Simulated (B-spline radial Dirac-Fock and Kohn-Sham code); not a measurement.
## Dipole and non-dipole photoemission parameters of Ga 4p3/2

System: the free gallium atom, [Ar] 3d10 4s2 4p1; threshold 4.58 eV (orbital energy of the model). Level of theory: Dirac-Hartree-Slater photoionisation with a Latter tail; cross sections with all multipoles, angular parameters from the dipole term and its interference with E2; an atomic code on a B-spline grid.

Input of the calculation (task.json; shells as n, l, electrons):

```json
{"items": [{
  "Z": 31,
  "q": 0,
  "cfg": [[1, 0, 2], [2, 0, 2], [2, 1, 6], [3, 0, 2], [3, 1, 6], [3, 2, 10], [4, 0, 2], [4, 1, 1]],
  "A": 69,
  "rrms": 3.9973,
  "do": "xps",
  "hv": [60, 79.2, 104.0, 149.0, 155.0, 167.0, 175.0, 213.0, 227.0, 400, 461.0, 502.0, 582.0, 600, 800, 1000, 1253.6, 1630.0, 2210.0, 2250.0, 2780.0, 3760.0, 4000, 5410.0, 5414.7, 7890.0, 8290.0, 10100.0, 11200.0, 12600.0],
  "edges": {"K": 10367.0, "L1": 1299.0, "L2": 1143.2, "L3": 1116.4, "M1": 159.51, "M2": 103.5, "M3": 100.0}
}]}
```

Command: `python xray2_run.py task.json out`

For linearly polarised light dσ/dΩ = σ/(4π) [1 + β P₂(cos θ) + (δ + γ cos²θ) sin θ cos φ], with θ from the polarisation vector and φ the angle between the beam and the projection of the electron momentum on the plane normal to the polarisation.

```
hν (eV)    σ (kb)       β       γ       δ
     60      8.85  -0.158  -0.016   0.016
   79.2      7.16   0.068   0.025   0.021
    104      6.42   0.601   0.113   0.014
    149      5.16   1.103   0.151   0.004
    155      5.01   1.144   0.148   0.003
    167      4.73   1.214   0.141   0.002
    175      4.55   1.254   0.135   0.001
    213      3.80   1.395   0.101  -0.001
    227      3.57   1.432   0.088  -0.001
    400      1.76   1.623  -0.014  -0.001
    461         ?       ?       ?       ?
    502      1.24   1.651  -0.023   0.000
    582     0.961   1.659  -0.014   0.001
    600     0.911   1.660  -0.011   0.002
    800     0.531   1.653   0.044   0.004
   1000     0.337   1.633   0.114   0.006
 1253.6     0.206   1.601   0.209   0.009
   1630     0.111   1.548   0.345   0.014
   2210    0.0521   1.469   0.527   0.023
   2250    0.0497   1.464   0.538   0.024
   2780    0.0284   1.397   0.674   0.034
   3760    0.0123   1.288   0.872   0.052
   4000    0.0103   1.264   0.913   0.057
   5410   0.00425   1.139   1.111   0.086
 5414.7   0.00424   1.139   1.112   0.086
   7890   0.00133   0.968   1.345   0.136
   8290   0.00113   0.945   1.374   0.144
  10100  0.000599   0.852   1.481   0.179
  11200  0.000427   0.802   1.533   0.200
  12600  0.000289   0.746   1.589   0.226
```

Task: Give the values at 461 eV.

Result: σ = 1.42 kb, β = 1.643, γ = -0.023, δ = 0.000.
